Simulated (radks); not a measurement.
Values are calculated unless marked as measured or tabulated.
Question: Coherent X-ray form factor from a spherical all-electron density. Level of theory: non-relativistic Kohn-Sham, LDA (Slater exchange, Perdew-Wang correlation), spin-polarised, spherical densities, point nucleus (a radial shooting solver on a logarithmic mesh with Libxc functionals).

sin(theta)/lambda (1/angstrom),f0 (electrons)
0.05,50.109
0.1,47.776
0.15,44.733
0.2,41.601
0.25,38.673
0.3,36.001
0.4,31.285
0.5,27.291
0.6,24.044
0.8,19.588
1,16.779
1.25,14.001
1.5,11.479
2,7.698

The species is in the configuration that NIST lists as its ground one. Which atom or ion scatters so?

Answer: The tellurium ion Te+, [Kr] 4d10 5s2 5p3. Extrapolating in s^2 from the first two rows gives f0(0) = 50.9, near the electron count 51; among species with that count, the fall with angle is slower the higher Z, and the table is that of Z = 52; from so few rows the species is fixed only to a neighbour or two.
